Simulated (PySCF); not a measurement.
Si(Cl)(H)2(NHMe) (CH₆ClNSi), SMILES CN[SiH2]Cl. Coordinates come from a PBE-D3(BJ)/def2-SVP optimisation. The values are those of a single conformer.

### Question
Give the equilibrium geometry at PBE-D3(BJ)/def2-SVP (PySCF confirms it by a frequency run) as Cartesian coordinates in Å. (The exact figures need the calculation; the answer reports its results.)

### Answer
Several could match; the one computed here: 
```xyz
10

Si     0.3751    -0.7557     0.1236
Cl     1.4850     1.0094    -0.1698
N     -1.2847    -0.5190     0.5372
C     -2.2915    -0.0027    -0.3780
H      0.4306    -1.4940    -1.1788
H      1.0162    -1.4906     1.2598
H     -1.4862    -0.3239     1.5220
H     -2.3502     1.1104    -0.4047
H     -2.0649    -0.3422    -1.4098
H     -3.3007    -0.3910    -0.1235
```
